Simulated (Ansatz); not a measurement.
`NN[SiH3]` + `[OH][GeH2][F]` → `[F][GeH2][O][SiH3]` + `NN` at 700 K and 1 bar (ligand exchange at the Si–N bond).

Gas-phase electronic energies from Ansatz, PBE0-D4/def2-TZVP geometries. CCSD(T)/CBS adds triple-zeta CCSD(T) − MP2 to the extrapolated MP2 energy (def2 sets, frozen cores). This one scheme is used for every species. For Ge outer-core shells are correlated without core-valence functions, which leaves a few kJ/mol of doubt a bond. Scalar relativity is left out up to krypton. One conformer a species, not always the lowest.

```tsv
species	CCSD(T)/CBS energy (Eh)	H − E (kJ/mol)	S (J/(mol·K))
`NN[SiH3]`	-402.05945	240.3	394.0
`[OH][GeH2][F]`	-2252.93819	134.1	365.3
`[F][GeH2][O][SiH3]`	-2543.25592	199.6	469.8
`NN`	-111.76471	177.0	281.0
```

H − E and S are ideal-gas, rigid-rotor, harmonic terms from PBE0-D4/def2-TZVP, for one conformer and one mirror image of each species. 1 Eh = 2625.50 kJ/mol, R = 8.31446 J/(mol·K).

**Question.** By hand: ΔE, ΔH, ΔS and ΔG.

**Answer.** ΔE = (-2543.25592) + (-111.76471) − (-402.05945) − (-2252.93819) = -0.02299 Eh = -60.4 kJ/mol. Δ(H − E) = 199.6 + 177.0 − 240.3 − 134.1 = 2.2, so ΔH = -58.2 kJ/mol. ΔS = 469.8 + 281.0 − 394.0 − 365.3 = -8.5 J/(mol·K). ΔG = -58.2 − 700 × (-8.5)/1000 = -52.2 kJ/mol.

**Question.** By hand: the equilibrium constant, and the temperature at which ΔG would vanish if ΔH and ΔS stayed fixed.

**Answer.** log₁₀ K = −ΔG/(RT ln 10) = 3.9. ΔG = 0 at ΔH/ΔS = 6847 K, far beyond where these terms or the molecules hold.

The number of gas molecules stays the same, so ΔS is small and ΔH decides. A doubt of 5 kJ/mol in ΔE shifts log₁₀ K by 0.4 here. Other conformers and mirror images would add mixing entropy, several J/(mol·K) or more a flexible species. Modes under 60 cm⁻¹, often nearly free rotors, make the harmonic entropy too high. These are equilibria of isolated gas molecules and say nothing of rates. Largest T1 diagnostic: 0.012 (customary marks: 0.02 for closed shells, 0.045 for open ones).
